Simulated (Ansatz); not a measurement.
Two structures of BSi$_{4}$H$_{10}$Cl$_{3}$O, singlet, reached by relaxing down either side of one saddle point (PBE0-D4/def2-TZVP). Energies are electronic, without zero-point energy. Program: Ansatz 0.2.0. Basis: def2-TZVPP and def2-QZVPP. Cores are frozen in the correlated methods. Extrapolation: Hartree–Fock as exp(−7.88 √X), correlation as X^−2.97. First:

B1  (0.585, -1.392, 2.100)
Cl2  (0.437, -1.041, 3.881)
Cl3  (2.226, -1.969, 1.581)
Cl4  (-0.761, -2.459, 1.459)
H5  (0.033, 0.624, 2.089)
O6  (0.385, 0.012, 1.429)
Si7  (-0.048, 0.265, -0.269)
Si8  (0.451, 2.535, -0.573)
Si9  (1.299, -1.083, -1.622)
Si10  (-2.348, -0.119, -0.523)
H11  (1.912, 2.779, -0.477)
H12  (-0.248, 3.336, 0.470)
H13  (-0.047, 2.937, -1.914)
H14  (0.860, -0.664, -2.986)
H15  (1.027, -2.525, -1.439)
H16  (2.734, -0.749, -1.459)
H17  (-2.850, 0.874, -1.513)
H18  (-2.633, -1.488, -1.015)
H19  (-3.013, 0.127, 0.783)
(Å)

Second:

B1  (0.268, -1.844, 1.745)
Cl2  (1.725, 1.680, 3.188)
Cl3  (0.917, -2.202, 3.329)
Cl4  (-0.578, -3.112, 0.862)
H5  (1.295, 0.627, 2.582)
O6  (0.423, -0.622, 1.229)
Si7  (-0.069, 0.054, -0.263)
Si8  (0.224, 2.376, -0.165)
Si9  (1.260, -0.818, -1.985)
Si10  (-2.344, -0.393, -0.647)
H11  (1.650, 2.755, -0.008)
H12  (-0.601, 2.987, 0.908)
H13  (-0.265, 2.853, -1.489)
H14  (0.818, -0.163, -3.246)
H15  (1.089, -2.288, -2.109)
H16  (2.694, -0.506, -1.748)
H17  (-2.909, 0.758, -1.402)
H18  (-2.550, -1.633, -1.438)
H19  (-3.047, -0.509, 0.659)
(Å)

Q: Which bonds change from the first to the second?

A: Si₄H₁₀O ([OH][Si]([SiH3])([SiH3])[SiH3]) + BCl₃ ([Cl][B]([Cl])[Cl]) → BSi₄H₉Cl₂O ([SiH3][Si]([SiH3])([SiH3])[O][B]([Cl])[Cl]) + HCl; bonds formed: Cl2–H5; dative contacts that become bonds: B1–O6; bonds broken: B1–Cl2, H5–O6.

Q: Give the saddle point's structure and its height above each. (An estimate is asked for; the value comes from the calculation.)

A: The calculation gives: 0.931 eV above the first and 1.192 eV above the second (CCSD(T) at an estimated basis limit (MP2 extrapolated from triple and quadruple zeta, plus CCSD(T) − MP2 in triple zeta)).
B1  (0.595, -1.455, 1.913)
Cl2  (0.301, -0.389, 3.829)
Cl3  (2.214, -2.166, 1.904)
Cl4  (-0.785, -2.550, 1.678)
H5  (0.290, 0.272, 2.479)
O6  (0.472, -0.143, 1.306)
Si7  (-0.029, 0.264, -0.285)
Si8  (0.433, 2.548, -0.505)
Si9  (1.243, -1.003, -1.792)
Si10  (-2.327, -0.137, -0.554)
H11  (1.886, 2.809, -0.338)
H12  (-0.328, 3.328, 0.507)
H13  (0.005, 2.960, -1.868)
H14  (0.789, -0.606, -3.154)
H15  (0.996, -2.454, -1.592)
H16  (2.691, -0.704, -1.647)
H17  (-2.799, 0.773, -1.636)
H18  (-2.604, -1.540, -0.950)
H19  (-3.042, 0.194, 0.706)
(Å)

T1 diagnostic: at most 0.013.

The step is the kind of ligand exchange by which a precursor binds to a hydroxyl group, or is hydrolysed, in atomic layer deposition of oxides. Here a small cluster stands in for the surface site.

Labels in which every atom is bracketed show which atoms are joined, not bond orders.

For scale, one of the runs: CCSD(T)/def2-TZVPP, 496 basis functions, launched by `ansatz run in.yaml --threads 4 --pin off --events-out ev --progress --plain --max-ram 63488MiB --backend cuda --devices 0, --max-vram 37GiB`. Time: 30 s of wall clock on 4 CPU threads of an AMD EPYC 7R13 and a share of one NVIDIA H100; the host was shared. Peak host memory: 1.4 GiB.
